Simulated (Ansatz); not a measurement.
Cl₅Sb (SMILES [Cl][Sb]([Cl])([Cl])([Cl])[Cl]), singlet, geometry from GFN2-xTB (core potentials on Sb); B3LYP/def2-SVP run with Ansatz (an electronic-structure program).

The Ansatz input:
Ansatz 0.2 input:
```yaml
crystal:
  periodic: [false, false, false]
  atoms:
    - {symbol: Sb, position_ang: [-0.00000000, 0.00000000, -0.00000000]}
    - {symbol: Cl, position_ang: [1.96949773, -0.36395964, -1.23270781]}
    - {symbol: Cl, position_ang: [1.00843566, -1.01938883, 1.91215478]}
    - {symbol: Cl, position_ang: [-1.00843566, 1.01938883, -1.91215478]}
    - {symbol: Cl, position_ang: [-1.69224415, -1.63303023, 0.02187406]}
    - {symbol: Cl, position_ang: [-0.27725357, 1.99698987, 1.21083376]}
basis:
  gaussian:
    orbitals: def2-SVP
hamiltonian:
  xc: b3lyp
```

What the program printed (banner, timings and long lists left out):

```
Functional definition: B3LYP
1136 factors; integrals over basis functions are off by at most 3.6e-4 eV
mean field evaluation 1: about -69134.5977 eV, gradient 3.2e1 eV
mean field evaluation 2: about -69129.1627 eV, gradient 5.7e1 eV
mean field evaluation 4: about -69137.5922 eV, gradient 1.1e0 eV
mean field evaluation 8: about -69137.7155 eV, gradient 3.3e-2 eV
mean field evaluation 16: about -69137.7155 eV, gradient 1.9e-5 eV
mean field -69137.71551265 eV, -2540.7641818632 hartree, gradient 1.9e-5 eV, S^2 0.000000; 0 other end points of the search recorded, 0 dependent functions left out
reference -69137.71577281 eV, -2540.7641914240 hartree; 54, 54 occupied and 62, 62 virtual orbitals, 1136 factors
Total energy: -69137.71577281 eV, -2540.7641914240 hartree
```
